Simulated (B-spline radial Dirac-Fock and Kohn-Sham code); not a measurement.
# Binding energies of Ni⁺ at several levels of theory

System: Ni⁺ in the configuration [Ar] 3d8 4s1 (not the ground configuration).

The density-functional columns are spherical, spin-unpolarised Dirac-Kohn-Sham results without Breit or QED terms: −ε is minus the orbital energy of the initial state and ΔSCF the difference of two total energies. The reference in the last column comes from Dirac-Fock ΔSCF + Breit + QED. All numbers are from a radial finite-basis atomic code, in eV; a selection of levels is shown. For the 1s level of heavy atoms much of the gap between ΔSCF and the reference is the Breit and QED part, -14.5 eV here; for other levels the error of the functional can be larger.

| level | PBE −ε | PBE ΔSCF | Dirac-Fock |
| --- | --- | --- | --- |
| 1s | 8219.3 | 8387.8 | 8355.7 |
| 2s | 990.5 | 1015.8 | 1036.9 |
| 2p1/2 | 865.1 | 896.3 | 896.2 |
| 2p3/2 | 847.6 | 878.2 | 879.1 |
| 3p1/2 | 81.97 | 91.24 | 94.81 |
| 3p3/2 | 79.77 | 88.98 | 92.64 |
| 3d | 17.92 | 26.18 | 23.18 |
| 4s | 13.18 | 17.35 | 15.89 |

Values without a named source are computed, but for edge energies of neutral atoms, which are taken from tables.
